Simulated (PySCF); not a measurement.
**Correlation energy of Bi⁺ (bismuth, charge +1)**

[Xe] 4f14 5d10 6s1 6p2 6d1, one real determinant (an excited configuration). All numbers are calculated (PySCF 2.14, the spin-free X2C one-electron Hamiltonian (Gaussian nucleus), in x2c-TZVPPall with one added diffuse shell each of s, p, d, f type (12s8p7d4f, 99 functions)). Frozen: [Kr] 4d10 4f14; 22 electrons correlated.

| level | correlation energy (mhartree) |
| --- | --- |
| CCSD | -397.46 |
| (T) | -8.14 |
| CCSD(T) | -405.60 |

Diagnostics: T1 = 0.0100, D1 = 0.0556, largest double amplitude 0.132.

The real determinant used has ⟨L²⟩ near 8 against 12 for a pure F term, so it mixes terms. Spin-orbit coupling is strong in this species (close to jj coupling), so the high-spin LS determinant is a model state, not a physical level. The outer electron is Rydberg-like, and this basis confines it to a smaller radius and binds it less than a complete one would.

Cost of the coupled-cluster step: of the order of 110 core-seconds, for 22 correlated electrons.

The reference is one real determinant that mixes LS terms of this configuration.

This basis was not built for core-valence correlation, so the inner-shell part is incomplete.

Spin-orbit coupling is strong in this species, so the high-spin LS determinant is a model state.
